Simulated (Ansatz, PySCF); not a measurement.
Species: P$_{2}$H$_{5}$, net charge 1, singlet state. It need not be the lowest isomer of its formula. SMILES: P[PH3+]
Coordinates optimised at B3LYP-D3(BJ)/def2-TZVP (Ansatz, a quantum-chemistry and plane-wave program):
```
P
H 1 1.3999
H 1 1.3999 2 105.75
H 1 1.4021 2 106.00 3 112.26
P 1 2.2072 2 110.26 3 -119.19
H 5 1.4193 1 90.52 2 -74.63
H 5 1.4193 6 94.34 1 90.56
```
Charge +1, spin multiplicity 1.

Quantity: vertical ionisation energy (to the doublet state of charge +2; each state is the SCF solution reached for its spin), in eV. Cores are frozen in the correlated levels unless marked. UHF or UKS for open shells. No spin-orbit coupling. No relativistic terms. Basis-set limits of correlation are two-point, X^-3; Hartree-Fock from the larger set. [CCSD(T)-MP2]/basis is that difference in the basis named.

```json
[
 {"level": "PBE/def2-TZVPD", "program": "Ansatz", "vertical ionisation energy (eV)": "16.26", "minus last row": "-0.20"},
 {"level": "r2SCAN/def2-TZVPD", "program": "Ansatz", "vertical ionisation energy (eV)": "16.22", "minus last row": "-0.24"},
 {"level": "B3LYP/def2-TZVPD", "program": "Ansatz", "vertical ionisation energy (eV)": "16.36", "minus last row": "-0.10"},
 {"level": "BHLYP/def2-TZVPD", "program": "Ansatz", "vertical ionisation energy (eV)": "16.21", "minus last row": "-0.25"},
 {"level": "M06-2X/def2-TZVPD", "program": "PySCF", "vertical ionisation energy (eV)": "16.31", "minus last row": "-0.15"},
 {"level": "B2PLYP/def2-TZVPD", "program": "Ansatz", "vertical ionisation energy (eV)": "16.28", "minus last row": "-0.18"},
 {"level": "RI-MP2/aug-cc-pV(Q+d)Z", "program": "Ansatz", "vertical ionisation energy (eV)": "16.36", "minus last row": "-0.10"},
 {"level": "RI-MP2/def2-QZVPPD", "program": "Ansatz", "vertical ionisation energy (eV)": "16.35", "minus last row": "-0.11"},
 {"level": "SCS-MP2/aug-cc-pV(D+d)Z", "program": "Ansatz", "vertical ionisation energy (eV)": "16.16", "minus last row": "-0.30"},
 {"level": "SCS-MP2/def2-TZVPPD", "program": "Ansatz", "vertical ionisation energy (eV)": "16.30", "minus last row": "-0.16"},
 {"level": "CCSD/aug-cc-pV(D+d)Z", "program": "Ansatz", "vertical ionisation energy (eV)": "16.18", "minus last row": "-0.28"},
 {"level": "CCSD/def2-SVPD", "program": "Ansatz", "vertical ionisation energy (eV)": "16.14", "minus last row": "-0.32"},
 {"level": "CCSD/def2-TZVPPD", "program": "Ansatz", "vertical ionisation energy (eV)": "16.29", "minus last row": "-0.17"},
 {"level": "CCSD(T)/aug-cc-pV(D+d)Z", "program": "Ansatz", "vertical ionisation energy (eV)": "16.23", "minus last row": "-0.23"},
 {"level": "RI-MP2/CBS(def2-TZVPPD,def2-QZVPPD)+[CCSD(T)-MP2]/def2-TZVPPD", "program": "Ansatz", "vertical ionisation energy (eV)": "16.46", "minus last row": "0.00"}
]
```

For comparison, minus the highest occupied orbital energy (PySCF): 13.03 eV at M06-L/def2-TZVPD, 12.80 eV at PBE/def2-TZVPD, 16.53 eV at HF/def2-TZVPD.
